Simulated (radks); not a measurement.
Q: The mean radii <r> (bohr) of the occupied orbitals of an atom or ion are listed with their occupations. Calculated with a radial shooting solver on a logarithmic mesh with Libxc functionals: scalar-relativistic Kohn-Sham, r2SCAN, spin-polarised, spherical densities, finite nucleus; meta-GGA in the generalised Kohn-Sham scheme; Fermi nuclear charge, rms radius of each element as measured or else 0.836 A^(1/3) + 0.57 fm.

| orbital | occ. | <r> |
|---|---|---|
| 1s up | 1 | 0.04028 |
| 1s down | 1 | 0.04026 |
| 2s up | 1 | 0.1760 |
| 2s down | 1 | 0.1762 |
| 2p up | 3 | 0.1531 |
| 2p down | 2 | 0.1534 |
| 3s up | 1 | 0.4902 |
| 3s down | 1 | 0.4915 |
| 3p up | 3 | 0.4909 |
| 3p down | 3 | 0.4929 |
| 3d up | 5 | 0.4705 |
| 3d down | 4 | 0.4744 |

Name the element and its charge. Open shells, if any, are filled with parallel spins first.

A: Z = 37, rubidium, charge +11: Rb11+ in [He] 2s2 2p5 3s2 3p6 3d9. The 1s radius gives Z: for a bare nucleus <r> = (2 gamma + 1)/(2Z) with gamma = sqrt(1 - (Z/c)^2), 0.03954 bohr for Z = 37, and screening makes it slightly larger (0.04028 here). The occupations add up to 26, and the charge is Z minus that.
